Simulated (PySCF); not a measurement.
**Basis and Hamiltonian dependence of the excitation energy of Br²⁺**

Br²⁺ [Ar] 3d10 4s2 4p3 (4S) → Br²⁺ [Ar] 3d10 4s1 4p3 4d1 (6D). Calculated with PySCF 2.14 from differences of total energies of unrestricted determinants, without spin-orbit coupling. Values in eV.

```tsv
basis	Hamiltonian	functions	UHF	PBE	PBE0	MP2 (valence)	CCSD(T) (valence)
ANO-RCC-VTZP	spin-free X2C	43	24.864	27.566	27.189	26.286	n/a
aug-cc-pwCVDZ-PP with ECP10MDF	ECP	48	24.705	27.181	26.861	26.073	26.379
aug-cc-pVTZ-PP with ECP10MDF	ECP	55	24.631	27.191	26.860	26.088	26.346
aug-cc-pwCVTZ-PP with ECP10MDF	ECP	96	24.576	27.123	26.794	26.090	26.334
aug-cc-pVQZ-PP with one added diffuse shell each of s, p, d, f, g type with ECP10MDF	ECP	114	24.582	27.133	26.803	26.129	n/a
```

**Question.** Estimate the row for aug-cc-pVTZ-PP with one added diffuse shell each of s, d, f type with ECP10MDF (ECP, 68 functions).

**Answer.** From the rows with the same Hamiltonian and similar size; the calculation gives UHF 24.63; PBE 27.19; PBE0 26.86; MP2 (valence) 26.09; CCSD(T) (valence) 26.35 (eV).

Frozen in the all-electron rows: valence: [Ar] 3d10; with a core potential, the same shells as far as they lie outside it.
